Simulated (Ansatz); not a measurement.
`C#[C][GaH][CH3]` + H₂ → `C#[C][GaH2]` + CH₄ at 298.15 K and 1 bar (hydrogenolysis of a Ga–C bond).

Calculated with Ansatz (gas phase, PBE0-D4/def2-TZVP geometries, no zero-point term in ΔE). CCSD(T)/CBS adds triple-zeta CCSD(T) − MP2 to the extrapolated MP2 energy (def2 sets, frozen cores). This one scheme is used for every species. For Ga outer-core shells are correlated without core-valence functions, which leaves a few kJ/mol of doubt a bond. Scalar relativity is left out up to krypton.

```
          species  CCSD(T)/CBS energy (Eh)  H − E (kJ/mol)  S (J/(mol·K))
`C#[C][GaH][CH3]`              -2041.04465           179.7          346.1
               H₂                 -1.17544            35.1          130.4
    `C#[C][GaH2]`              -2001.76834            98.0          284.1
              CH₄                -40.46206           127.4          186.2
```

H − E and S are ideal-gas, rigid-rotor, harmonic terms from PBE0-D4/def2-TZVP. The MP2-based limit puts H₂ 0.8 mEh under its directly extrapolated value; such offsets cancel only in part. 1 Eh = 2625.50 kJ/mol, R = 8.31446 J/(mol·K).

Task: By hand: ΔE, ΔH, ΔS and ΔG.

Result: ΔE = (-2001.76834) + (-40.46206) − (-2041.04465) − (-1.17544) = -0.01031 Eh = -27.1 kJ/mol. Δ(H − E) = 98.0 + 127.4 − 179.7 − 35.1 = 10.6, so ΔH = -16.5 kJ/mol. ΔS = 284.1 + 186.2 − 346.1 − 130.4 = -6.2 J/(mol·K). ΔG = -16.5 − 298.15 × (-6.2)/1000 = -14.7 kJ/mol.

Task: By hand: the equilibrium constant, and the temperature at which ΔG would vanish if ΔH and ΔS stayed fixed.

Result: log₁₀ K = −ΔG/(RT ln 10) = 2.6. ΔG = 0 at ΔH/ΔS = 2661 K, far beyond where these terms or the molecules hold.

The number of gas molecules stays the same, so ΔS is small and ΔH decides. A doubt of 5 kJ/mol in ΔE shifts log₁₀ K by 0.9 here. Modes under 60 cm⁻¹, often nearly free rotors, make the harmonic entropy too high. These are equilibria of isolated gas molecules and say nothing of rates. Largest T1 diagnostic: 0.014 (customary marks: 0.02 for closed shells, 0.045 for open ones).
